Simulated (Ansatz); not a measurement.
Reaction (substitution at a C–B bond): `COB(C)O` + `OB(F)Br` → `COB(F)Br` + `COBO`

Computed with Ansatz on PBE0-D4/def2-TZVP structures; ΔE is electronic, products minus reactants. CCSD(T)/CBS is the MP2 limit (def2-TZVPP, def2-QZVPP) plus CCSD(T) − MP2 in def2-TZVPP, frozen cores. DFT in def2-TZVPP. B3LYP here is the variant with VWN-RPA as its local correlation; programs differ in this. For Br outer-core shells are correlated without core-valence functions, which leaves a few kJ/mol of doubt a bond. Scalar relativity is left out up to krypton. One conformer a species, not always the lowest.

`COB(C)O`:

Cartesian coordinates in Å:
```
C -0.615 1.222 1.007
O -0.749 -0.172 0.859
B -0.076 -0.864 -0.111
C 0.915 -0.202 -1.131
O -0.298 -2.209 -0.164
H -1.080 1.756 0.173
H 0.435 1.524 1.073
H -1.120 1.510 1.929
H 1.772 0.242 -0.614
H 1.296 -0.929 -1.849
H 0.438 0.612 -1.686
H -0.920 -2.489 0.514
```

`OB(F)Br`:

Z-matrix (Å, degrees):
```
B
O 1 1.340
Br 1 1.930 2 122.4
F 1 1.314 2 119.1 3 180.0
H 2 0.960 1 113.9 3 -0.0
```

`COB(F)Br`:

```xyz
8

C     1.004   -0.326    0.393
O     0.269    0.553   -0.436
B    -1.050    0.572   -0.607
F    -1.567    1.472   -1.420
Br   -2.276   -0.640    0.263
H     1.800   -0.770   -0.206
H     1.448    0.252    1.206
H     0.371   -1.112    0.807
```

`COBO`:

Cartesian coordinates in Å:
```
C -0.551 1.211 0.262
O -0.301 -0.168 0.414
B 0.561 -0.831 -0.396
O 0.767 -2.158 -0.213
H 0.039 1.639 -0.553
H -0.301 1.726 1.192
H -1.612 1.364 0.053
H 1.153 -0.275 -1.278
H 0.246 -2.508 0.518
```

Question: Is it downhill or uphill in electronic energy at CCSD(T)/CBS, and by how much? (Estimate.)

Answer: Computed: Uphill: ΔE = +1.02 eV.

Question: What do these levels give: BLYP-D4, B3LYP-D4, BHLYP-D4, revPBE, PBE0, MP2/def2-SVP? (Best estimate.)

Answer: The calculation gave: BLYP-D4 0.91, B3LYP-D4 0.94, BHLYP-D4 0.95, revPBE 0.97, PBE0 1.02, MP2/def2-SVP 0.99 eV.

Largest T1 diagnostic among the species: 0.013.

From BLYP to BHLYP (50 % exact exchange), in def2-TZVPP and without D4, ΔE moves by +0.06 eV. Leaving LDA and LC-ωPBE aside and taking each functional with its dispersion term where it has one, the values, not all of them listed here, spread over 0.16 eV, from BLYP-D4 to B97M-V. LDA lies +0.04 eV from PBE without D4. In def2-TZVPP, CCSD(T) changes the Hartree–Fock value by +0.11 eV (the triples alone add +0.00 eV) and MP2 by +0.15 eV.
